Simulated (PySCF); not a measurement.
Vertical excitations of a molecule C2H7NOSi2 from TDDFT-PBE/def2-SVPD run with PySCF 2.14.0, as energy in eV (oscillator strength): 3.80 (0.000), 4.90 (0.010), 5.17 (0.035), 5.39 (0.011), 5.78 (0.039), 5.99 (0.001), 6.24 (0.115), 6.32 (0.001), 6.37 (0.033), 6.54 (0.089). Lowest triplet (TDA): 3.15 eV. Geometry optimised at B3LYP-D3(BJ)/def2-SVP. Other conformers were not sampled.

Question: Pick the molecule that these values belong to.
A. C=C1O[SiH2]N1[SiH3]
B. C=CN1[SiH2]O[SiH2]1
C. CC1=N[SiH2]O[SiH2]1
D. C[Si@H]1N=C[SiH2]O1

Answer: C, CC1=N[SiH2]O[SiH2]1
